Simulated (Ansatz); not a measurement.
Reaction (ligand exchange at the Si–Cl bond): `[SiH3][SiH](Cl)Br` + H₂S → `[SiH3][SiH](S)Br` + HCl

Gas-phase electronic energies from Ansatz, PBE0-D4/def2-TZVP geometries. CCSD(T)/CBS adds triple-zeta CCSD(T) − MP2 to the extrapolated MP2 energy (def2 sets, frozen cores). This one scheme is used for every species. Functionals use def2-TZVPP. B3LYP here is the variant with VWN-RPA as its local correlation; programs differ in this. HSE06 is defined as in plane-wave codes. For Br outer-core shells are correlated without core-valence functions, which leaves a few kJ/mol of doubt a bond. Scalar relativity is left out up to krypton. One conformer a species, not always the lowest.

```json
{"level": "LDA (SPW92)", "ΔE (kJ/mol)": "29.0", "difference from CCSD(T)/CBS": "-4.8"}
{"level": "PBE-D4", "ΔE (kJ/mol)": "29.0", "difference from CCSD(T)/CBS": "-4.8"}
{"level": "revPBE-D4", "ΔE (kJ/mol)": "28.1", "difference from CCSD(T)/CBS": "-5.7"}
{"level": "BLYP-D4", "ΔE (kJ/mol)": "33.5", "difference from CCSD(T)/CBS": "-0.3"}
{"level": "r2SCAN-D4", "ΔE (kJ/mol)": "33.5", "difference from CCSD(T)/CBS": "-0.3"}
{"level": "B97M-V", "ΔE (kJ/mol)": "35.6", "difference from CCSD(T)/CBS": "1.8"}
{"level": "PBE0-D4", "ΔE (kJ/mol)": "30.5", "difference from CCSD(T)/CBS": "-3.3"}
{"level": "B3LYP-D4", "ΔE (kJ/mol)": "34.7", "difference from CCSD(T)/CBS": "0.9"}
{"level": "r2SCANh-D4", "ΔE (kJ/mol)": "33.6", "difference from CCSD(T)/CBS": "-0.2"}
{"level": "r2SCAN0-D4", "ΔE (kJ/mol)": "33.9", "difference from CCSD(T)/CBS": "0.1"}
{"level": "HSE06-D4", "ΔE (kJ/mol)": "30.5", "difference from CCSD(T)/CBS": "-3.3"}
{"level": "BHLYP-D4", "ΔE (kJ/mol)": "37.1", "difference from CCSD(T)/CBS": "3.3"}
{"level": "CAM-B3LYP-D4", "ΔE (kJ/mol)": "37.0", "difference from CCSD(T)/CBS": "3.2"}
{"level": "ωB97X-V", "ΔE (kJ/mol)": "35.8", "difference from CCSD(T)/CBS": "2.0"}
{"level": "ωB97M-V", "ΔE (kJ/mol)": "36.2", "difference from CCSD(T)/CBS": "2.4"}
{"level": "B2PLYP", "ΔE (kJ/mol)": "36.5", "difference from CCSD(T)/CBS": "2.7"}
{"level": "PBE-QIDH", "ΔE (kJ/mol)": "32.8", "difference from CCSD(T)/CBS": "-1.0"}
{"level": "BLYP", "ΔE (kJ/mol)": "37.4", "difference from CCSD(T)/CBS": "3.6"}
{"level": "r2SCAN", "ΔE (kJ/mol)": "34.1", "difference from CCSD(T)/CBS": "0.3"}
{"level": "B3LYP", "ΔE (kJ/mol)": "37.9", "difference from CCSD(T)/CBS": "4.1"}
{"level": "r2SCANh", "ΔE (kJ/mol)": "34.3", "difference from CCSD(T)/CBS": "0.5"}
{"level": "r2SCAN0", "ΔE (kJ/mol)": "34.5", "difference from CCSD(T)/CBS": "0.7"}
{"level": "HSE06", "ΔE (kJ/mol)": "32.3", "difference from CCSD(T)/CBS": "-1.5"}
{"level": "BHLYP", "ΔE (kJ/mol)": "40.3", "difference from CCSD(T)/CBS": "6.5"}
{"level": "CAM-B3LYP", "ΔE (kJ/mol)": "39.0", "difference from CCSD(T)/CBS": "5.2"}
{"level": "LC-ωPBE", "ΔE (kJ/mol)": "34.0", "difference from CCSD(T)/CBS": "0.2"}
{"level": "RPA@PBE/def2-TZVPP", "ΔE (kJ/mol)": "33.4", "difference from CCSD(T)/CBS": "-0.4"}
{"level": "HF/def2-SVP", "ΔE (kJ/mol)": "42.7", "difference from CCSD(T)/CBS": "8.9"}
{"level": "MP2/def2-SVP", "ΔE (kJ/mol)": "32.2", "difference from CCSD(T)/CBS": "-1.6"}
{"level": "CCSD/def2-SVP", "ΔE (kJ/mol)": "34.3", "difference from CCSD(T)/CBS": "0.5"}
{"level": "CCSD(T)/def2-SVP", "ΔE (kJ/mol)": "33.0", "difference from CCSD(T)/CBS": "-0.8"}
{"level": "HF/def2-TZVPP", "ΔE (kJ/mol)": "44.4", "difference from CCSD(T)/CBS": "10.6"}
{"level": "SCS-MP2/def2-TZVPP", "ΔE (kJ/mol)": "35.2", "difference from CCSD(T)/CBS": "1.4"}
{"level": "CCSD(T)/def2-TZVPP", "ΔE (kJ/mol)": "32.8", "difference from CCSD(T)/CBS": "-1.0"}
{"level": "HF/def2-QZVPP", "ΔE (kJ/mol)": "45.1", "difference from CCSD(T)/CBS": "11.3"}
{"level": "MP2/def2-QZVPP", "ΔE (kJ/mol)": "33.6", "difference from CCSD(T)/CBS": "-0.2"}
{"level": "SCS-MP2/def2-QZVPP", "ΔE (kJ/mol)": "35.9", "difference from CCSD(T)/CBS": "2.1"}
{"level": "HF/CBS(def2)", "ΔE (kJ/mol)": "45.2", "difference from CCSD(T)/CBS": "11.4"}
{"level": "MP2/CBS(def2)", "ΔE (kJ/mol)": "33.8", "difference from CCSD(T)/CBS": "0.0"}
{"level": "CCSD/CBS(def2)", "ΔE (kJ/mol)": "35.6", "difference from CCSD(T)/CBS": "1.8"}
{"level": "CCSD(T)/CBS", "ΔE (kJ/mol)": "33.8", "difference from CCSD(T)/CBS": "0"}
```

(1) What do rigid-rotor, harmonic-oscillator terms from PBE0-D4/def2-TZVP frequencies (298.15 K, 1 bar) make of the CCSD(T)/CBS value? (Best estimate.)

Largest T1 diagnostic among the species: 0.010.

## Answers

(1) Ansatz gave: ΔZPE = -1.0 kJ/mol, ΔH = +33.5 kJ/mol, ΔS = -5 J/(mol·K), ΔG = +35.0 kJ/mol.

In def2-TZVPP, CCSD(T) changes the Hartree–Fock value by −11.7 kJ/mol (the triples alone add −1.9 kJ/mol) and MP2 by −11.7 kJ/mol. Leaving LDA and LC-ωPBE aside and taking each functional with its dispersion term where it has one, the values spread over 9.0 kJ/mol, from revPBE-D4 to BHLYP-D4.

CCSD(T)/CBS has its own doubt, a few kJ/mol and more with outer-core shells, so smaller differences from it don't rank the levels.
